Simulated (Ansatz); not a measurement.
CH$_{4}$AlFS (`[CH3][Al]([F])[SH]`). The species carries charge 0 and has multiplicity 1.

Cartesian coordinates in Å:
```
C -0.613 -0.581 0.803
Al 0.633 -0.172 -0.619
F 1.561 -1.368 -1.275
S 0.961 1.793 -1.495
H -1.143 0.303 1.163
H -1.357 -1.307 0.461
H -0.092 -1.035 1.650
H 0.051 2.366 -0.689
```

Problem. List the harmonic frequencies (cm⁻¹, unscaled) at PBE0-D4/def2-TZVP in Ansatz. (An estimate is asked.)

Solution. The calculation gave: 28, 150, 195, 206, 271, 449, 622, 660, 695, 706, 864, 1225, 1440, 1440, 2709, 3047, 3125, 3142.

Problem. Is this a minimum?

Solution. Yes, all 18 modes are real.

Problem. Give the ideal-gas thermochemistry at 298.15 K and 1 bar (rigid rotor, harmonic oscillator; point group Cs, symmetry number 1).

Solution. Zero-point energy 125.5 kJ/mol; H(298) − E = 145.8 kJ/mol; entropy 347.6 J/(mol·K), of which translation 165.5, rotation 111.5, vibration 70.6; G(298) − E = 42.1 kJ/mol. Modes under 100 cm⁻¹ are hindered rotations or soft bends, so the harmonic entropy is rough.

Problem. Rotational constants (cm⁻¹)?

Solution. 0.1939, 0.09848, 0.06611.
